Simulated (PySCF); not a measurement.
Electrostatic solvation of a mixed set.

All values: PBE0/pcSseg-1 (PySCF, non-relativistic), each on one gas-phase PBE0-D3(BJ)/def2-SVP geometry that isn't relaxed in the solvent. The solvent is an IEF-PCM continuum (cavity from Bondi-type radii × 1.2). The model holds no explicit solvent molecules, cavitation or dispersion.

Task: Order them by E(solvent) − E(gas) in acetone (ε = 20.49), most negative first (kcal/mol).
A. `[CH3:1][O:2][BH:3][c:4]1[cH:5][cH:6][cH:7][s:8]1` with C1–O2–B3–C4 0°, O2–B3–C4–C5 -178°
B. `FC(F)(F)C1=[O+][BH2-]OC=C1`
C. `CC1=CCP(C(F)(F)F)C1`

Result: B (-5.6), A (-4.1), C (-3.6).

```
                    SMILES  charge  ΔE (kcal/mol)  polarisation term (kcal/mol)  HOMO shift (eV)  dipole gas (D)  dipole solvent (D)  atoms
FC(F)(F)C1=[O+][BH2-]OC=C1       0           -5.6                          -6.8            +0.07            3.83                5.03     14
                COBc1cccs1       0           -4.1                          -4.6            -0.01            2.03                2.68     15
       CC1=CCP(C(F)(F)F)C1       0           -3.6                          -4.0            +0.21            2.72                3.31     18
```

The polarisation term is half the interaction of the solute with the induced surface charges.
